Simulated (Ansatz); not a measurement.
System: CTa, charge 0, multiplicity 4. The spin state was set by rule; other spins were not relaxed. 
Structure (B3LYP-D3(BJ)/def2-TZVP (Ansatz, a program for electronic structure) minimum search):
```
C
Ta 1 1.7765
```
Charge 0, spin multiplicity 4.

Wanted: atomisation energy (electronic, to ground-state atoms), in kcal/mol. Correlated levels leave the core frozen unless marked. Open shells are spin-unrestricted. Spin-orbit coupling is left out. The frozen core is the preceding noble-gas configuration, with the filled d and f shells of earlier blocks. In def2 rows, elements after Kr have scalar-relativistic effective core potentials. The coupled-cluster limit lacks core correlation, which all-electron functionals hold. Basis-set limits of correlation are two-point, X^-3; Hartree-Fock from the larger set. [CCSD(T)-MP2]/basis is that difference in the basis named.

| level | program | atomisation energy (kcal/mol) | minus last row |
|---|---|---|---|
| HF/def2-SVPD | Ansatz | 38.5 | -67.2 |
| PBE-D3(BJ)/def2-TZVPD | Ansatz + dftd3 | 129.4 | 23.7 |
| BLYP-D4/def2-TZVPD | Ansatz + dftd4 | 116.7 | 11.0 |
| revPBE/def2-TZVPD | Ansatz | 123.1 | 17.4 |
| r2SCAN-D3(BJ)/def2-TZVPD | Ansatz + dftd3 | 120.4 | 14.7 |
| B3LYP-D3(BJ)/def2-TZVPD | Ansatz + dftd3 | 107.8 | 2.1 |
| PBE0-D3(BJ)/def2-TZVPD | Ansatz + dftd3 | 115.4 | 9.7 |
| BHLYP-D4/def2-TZVPD | Ansatz + dftd4 | 89.2 | -16.5 |
| BHLYP/def2-TZVPD | Ansatz | 87.5 | -18.2 |
| r2SCAN0-D4/def2-TZVPD | Ansatz + dftd4 | 107.6 | 1.9 |
| B2GP-PLYP-D4/def2-TZVPD | Ansatz + dftd4 | 107.1 | 1.4 |
| RPA@PBE/def2-QZVPP | Ansatz | 96.8 | -8.9 |
| SCS-MP2/def2-TZVPPD | Ansatz | 83.4 | -22.3 |
| SCS-MP2/def2-QZVPP | Ansatz | 85.8 | -19.9 |
| CCSD/def2-TZVPP | Ansatz | 94.2 | -11.5 |
| CCSD/def2-TZVPPD | Ansatz | 94.3 | -11.4 |
| CCSD(T)/def2-QZVPPD | Ansatz | 104.2 | -1.5 |
| CCSDT/def2-SVP | Ansatz | 98.3 | -7.4 |
| RI-MP2/CBS(def2-TZVPPD,def2-QZVPPD)+[CCSD(T)-MP2]/def2-SVPD | Ansatz | 105.0 | -0.7 |
| RI-MP2/CBS(def2-TZVPP,def2-QZVPP)+[CCSD(T)-MP2]/def2-TZVPP | Ansatz | 105.5 | -0.2 |
| CCSD(T)/CBS(def2-TZVPPD,def2-QZVPPD) | Ansatz | 105.7 | 0.0 |

The UHF reference is spin-contaminated (<S^2> 0.58 over the pure value in the largest basis). The T1 diagnostic of CCSD in the largest basis is 0.096, which is high, so the coupled-cluster rows are less sure than usual.
